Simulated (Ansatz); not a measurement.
Cost and result for the atomization energy of C14H12 (`C(=C\c1ccccc1)/c1ccccc1`) (26 atoms, 27 bonds).

| atom | x (Å) | y (Å) | z (Å) |
| --- | --- | --- | --- |
| C1 | -0.534 | 0.402 | -0.034 |
| C2 | 0.535 | -0.401 | 0.034 |
| C3 | 1.410 | -0.783 | -1.065 |
| C4 | 1.241 | -0.334 | -2.379 |
| C5 | 2.105 | -0.732 | -3.381 |
| C6 | 3.163 | -1.589 | -3.101 |
| C7 | 3.346 | -2.044 | -1.805 |
| C8 | 2.479 | -1.644 | -0.802 |
| C9 | -1.410 | 0.783 | 1.065 |
| C10 | -2.481 | 1.641 | 0.801 |
| C11 | -3.348 | 2.041 | 1.804 |
| C12 | -3.163 | 1.589 | 3.101 |
| C13 | -2.104 | 0.735 | 3.382 |
| C14 | -1.239 | 0.337 | 2.380 |
| H15 | -0.807 | 0.832 | -0.994 |
| H16 | 0.808 | -0.831 | 0.995 |
| H17 | 0.425 | 0.336 | -2.622 |
| H18 | 1.955 | -0.371 | -4.392 |
| H19 | 3.838 | -1.899 | -3.891 |
| H20 | 4.167 | -2.713 | -1.573 |
| H21 | 2.626 | -2.003 | 0.212 |
| H22 | -2.630 | 1.998 | -0.213 |
| H23 | -4.171 | 2.707 | 1.572 |
| H24 | -3.839 | 1.898 | 3.890 |
| H25 | -1.952 | 0.376 | 4.393 |
| H26 | -0.421 | -0.330 | 2.623 |

The species carries charge 0 and has multiplicity 1. Geometry: relaxed with PBE0-D4/def2-TZVP. It is one conformer, not always the lowest. Program: Ansatz. All runs use 4 threads of an AMD EPYC 7R13 on a shared host and a share of an NVIDIA H100 80 GB. Times are those of one run each, without the atoms' runs, and a repeat can differ threefold. Electronic energies, without spin–orbit coupling; frozen cores. CCSD(T)/CBS adds CCSD(T) − MP2 in def2-TZVPP to the MP2 limit, and its time is that of the two runs behind it. T1 = 0.010; the RHF reference is unstable towards UHF.

CCSD(T)/CBS is a level of theory with its own doubt, some kJ/mol a heavy atom from the limit and from the frozen cores, so smaller differences don't rank the functionals.

```
                           level  functions  wall time  atomization (kJ/mol)  difference from CCSD(T)/CBS  per bond
              PBE0-D4/def2-TZVPP        602      2.6 s               13085.6                        298.1      11.0
            revPBE-D4/def2-TZVPP        602        4 s               13013.3                        225.8       8.4
          LDA (SPW92)/def2-TZVPP        602      4.2 s               14847.9                       2060.4      76.3
         CAM-B3LYP-D4/def2-TZVPP        602      4.3 s               12888.9                        101.4       3.8
             PBE-QIDH/def2-TZVPP        602      4.5 s               12928.5                        141.0       5.2
               B2PLYP/def2-TZVPP        602      4.5 s               12753.2                        -34.3      -1.3
           r2SCANh-D4/def2-TZVPP        602      4.6 s               12871.7                         84.2       3.1
ωB97M-V/def2-TZVPP (with forces)        602        6 s               12862.2                         74.7       2.8
               B97M-V/def2-TZVPP        602      6.5 s               12912.6                        125.1       4.6
                CCSD(T)/def2-SVP        256        7 s               12387.2                       -400.3     -14.8
                  MP2/def2-QZVPP       1158       19 s               13052.2                        264.7       9.8
              CCSD(T)/def2-TZVPP        602    5.3 min               12496.8                       -290.7     -10.8
               CCSD(T)/CBS(def2)          –    5.6 min               12787.5                          0.0       0.0
```

In def2-TZVPP, CCSD(T) changes the Hartree–Fock value by +2955.7 kJ/mol (the triples alone add +250.4 kJ/mol) and MP2 by +3340.8 kJ/mol; breaking electron pairs costs correlation energy, which Hartree–Fock lacks. Leaving LDA and LC-ωPBE aside and taking each functional with its dispersion term where it has one, the values, not all of them listed here, spread over 866.6 kJ/mol, from BHLYP-D4 to PBE-D4. LDA lies +1589.1 kJ/mol from PBE without D4, its usual overbinding. From r2SCAN to r2SCAN0 (25 % exact exchange), in def2-TZVPP and without D4, the atomization energy moves by −196.3 kJ/mol: exact exchange takes away binding that semilocal exchange gives to molecules.
